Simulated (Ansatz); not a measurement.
Reaction (formal exchange of groups at the Si–C bond): `CC[Si]CC` + `CCCCC` → `CC[SiH]` + `CCC(CC)CC`

Calculated with Ansatz (gas phase, PBE0-D4/def2-TZVP geometries, no zero-point term in ΔE). CCSD(T)/CBS is the MP2 limit (def2-TZVPP, def2-QZVPP) plus CCSD(T) − MP2 in def2-TZVPP, frozen cores. Functionals use def2-TZVPP. Each species was taken in one conformer, which may not be the lowest.

(1) Is it downhill or uphill in electronic energy at CCSD(T)/CBS, and by how much? (Best estimate.)

(2) What do these levels give: r2SCAN0-D4, BHLYP-D4, PBE-QIDH, revPBE, BLYP, MP2/def2-SVP, HF/def2-TZVPP, MP2/def2-TZVPP, SCS-MP2/def2-TZVPP, HF/def2-QZVPP, SCS-MP2/def2-QZVPP, MP2/CBS(def2)? (Best estimate.)

Largest T1 diagnostic among the species: 0.012.

Results:

(1) The calculation gave: Uphill: ΔE = +7.2 kcal/mol.

(2) The calculation gave: r2SCAN0-D4 8.3, BHLYP-D4 7.8, PBE-QIDH 7.7, revPBE 9.7, BLYP 9.1, MP2/def2-SVP 4.4, HF/def2-TZVPP 6.9, MP2/def2-TZVPP 7.2, SCS-MP2/def2-TZVPP 6.9, HF/def2-QZVPP 7.0, SCS-MP2/def2-QZVPP 7.2, MP2/CBS(def2) 7.9 kcal/mol.

From BLYP to BHLYP (50 % exact exchange), in def2-TZVPP and without D4, ΔE moves by −1.4 kcal/mol. At CCSD(T), def2-SVP lies −3.5 kcal/mol from the extrapolated value and def2-TZVPP −0.7 kcal/mol. Leaving LDA and LC-ωPBE aside and taking each functional with its dispersion term where it has one, the values, not all of them listed here, spread over 2.0 kcal/mol, from B97M-V to PBE-D4. LDA lies −1.9 kcal/mol from PBE without D4.
